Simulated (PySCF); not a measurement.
Shapes and spin states of [TcO2]-

Method: PBE0 in PySCF with Tc def2-SVPD with ECP28, O def2-SVPD; scalar-relativistic core potentials, no spin–orbit coupling; density-fitted integrals.

Relaxations began from a few typed shapes and spin states; open shells are unrestricted. The search is not exhaustive: other isomers or separated fragments can lie lower, and high-lying points may rest on an excited occupation.

```
                                                 spin  group              bonds         angles  imaginary modes (cm⁻¹)  ΔE (kJ/mol)  ΔE with ZPE (kJ/mol)
                                              triplet    C2v  Tc–O 1.710 Å (×2)  O–Tc–O 137.3°                    none          0.0                   0.0
                                              triplet    C2v  Tc–O 1.720 Å (×2)  O–Tc–O 144.7°                    none          6.7                   6.6
                                              triplet    D∞h  Tc–O 1.743 Å (×2)  O–Tc–O 180.0°              179i, 179i         24.7                     –
                   broken-symmetry Ms = 0 (⟨S²⟩ 1.01)    C2v  Tc–O 1.701 Å (×2)  O–Tc–O 131.2°                    none         37.0                  37.4
                                              quintet    C2v  Tc–O 1.748 Å (×2)  O–Tc–O 120.8°                    none         46.4                  46.1
singlet (closed shell, unstable to spin polarisation)    C2v  Tc–O 1.690 Å (×2)  O–Tc–O 123.4°                    none         88.8                  89.7
singlet (closed shell, unstable to spin polarisation)    C2v  Tc–O 1.724 Å (×2)  O–Tc–O 149.8°                    none        116.0                 115.2
singlet (closed shell, unstable to spin polarisation)    D∞h  Tc–O 1.742 Å (×2)  O–Tc–O 180.0°              132i, 132i        123.0                     –
```

The lowest minimum found is the triplet C2v: Tc–O 1.710 Å (×2); O–Tc–O 137.3°.

Formally Tc is in oxidation state +3, d4, with 2 unpaired electrons (the high-spin count would be 4). The Mulliken spin on Tc is 2.16. The polar-tensor charge on Tc, 0.87, is far below the formal one.

For the lowest minimum: open d and f shells are described by one determinant, and the ground state may have another occupation or spin. The lowest empty level of this anion is unbound, so it and the gap depend on the basis.

The electron or spin density has lower symmetry than the nuclear frame for the triplet D∞h at 24.7 kJ/mol.
